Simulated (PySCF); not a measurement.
Give a PBE0-D3(BJ)/def2-SVP geometry of InChI=1S/C6H4F6/c1-4(6(10,11)12)2-3-5(7,8)9/h2-3H,1H2/b3-2+.

```
atom  x, y, z in Å
C1    -0.6026   -2.3739   -0.0150
C2    -0.6286   -1.0369   -0.1056
C3     0.5356   -0.2212    0.2260
C4     0.6367    1.1102    0.1424
C5     1.8866    1.8386    0.5099
F6     1.6457    2.7473    1.4615
F7     2.3855    2.4965   -0.5425
F8     2.8423    1.0231    0.9628
C9    -1.8903   -0.3462   -0.5636
F10   -2.3276    0.5199    0.3559
F11   -2.8768   -1.2077   -0.8054
F12   -1.6779    0.3484   -1.6866
H13    0.3035   -2.8879    0.3129
H14   -1.4750   -2.9795   -0.2641
H15    1.4064   -0.7828    0.5772
H16   -0.1778    1.7535   -0.1973
```

Any rigid rotation of these coordinates is as good. Atoms count from 1 in this order. The 5 C–C bonds span 1.338 Å (C3=C4, drawn double) to 1.510 Å (C2–C9, drawn single), a spread of 0.172 Å. Of the pairs four or more bonds apart, F11···H14 is among the closest relative to their van der Waals radii: 2.32 Å, 87 % of the sum of Bondi's values.

Bonds between heavy atoms (Å): C1=C2 1.340, C2–C3 1.460, C3=C4 1.338, C4–C5 1.493, C5–F6 1.338, C5–F7 1.338, C5–F8 1.336, C2–C9 1.510, C9–F10 1.337, C9–F11 1.332, C9–F12 1.337.

Method used: PBE0-D3(BJ)/def2-SVP geometry optimisation, gas phase in PySCF.

Point group: near Cs, missed by 0.13 Å at most; the miss may be what the optimiser left on a soft mode. Not checked by PBE0-D3(BJ)/def2-SVP frequencies. The numbers are those of one conformer (C1–C2–C3–C4 178°).
